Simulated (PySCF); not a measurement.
Atoms are numbered as in `[CH3:1][O:2][C:3](=[O:4])[c:5]1[cH:6][cH:7][n:8][cH:9][cH:10]1` (H(Xn): hydrogen on atom n).

One averaged value for each set of equivalent atoms, no relativistic terms, gas phase, one computed conformer. Shielding tensors at PBE0/pcSseg-1 (GIAO); geometry from PBE0-D3(BJ)/def2-SVP; PySCF.

δ = σ(ref) − σ, references computed at the same level: ¹³C vs TMS.

Task: Do the ¹³C shifts follow the atomic charges (in e)? Tabulate both.

Result: 
```csv
atoms,hybridisation,δ (ppm),σ para (ppm),Hirshfeld,IAO,Mulliken,ESP-fitted
C3,sp2,169.8,-237,+0.21,+0.51,+0.64,+0.63
C7/C9,sp2,156.5,-224,+0.02,-0.01,+0.17,+0.57
C5,sp2,140.0,-217,-0.01,-0.04,-0.32,+0.31
C6/C10,sp2,128.1,-196,-0.05,-0.16,-0.07,-0.61
C1,sp3,52.7,-110,-0.03,-0.21,-0.03,-0.30
```

Correlation coefficients of δ with charge over these carbons: Hirshfeld +0.60, IAO +0.69, Mulliken +0.45, ESP-fitted +0.68; with the paramagnetic shielding -0.99. Among the 4 sp2 carbons alone: Hirshfeld +0.90, IAO +0.88, Mulliken +0.85, ESP-fitted +0.88. With so few points, grouped by hybridisation, these coefficients are fragile. Charge is one influence among several: hybridisation and low-lying excitations act through the paramagnetic term.

Shifts are as computed. Against solution values, carbons near 30 ppm lie about +2 ppm off and those near 130 ppm about +5 ppm. Of 1211 compounds with measured shifts, 218 miss one by over three times the rms of a fit or turn the order of signals round; such compounds aren't used in these exercises.
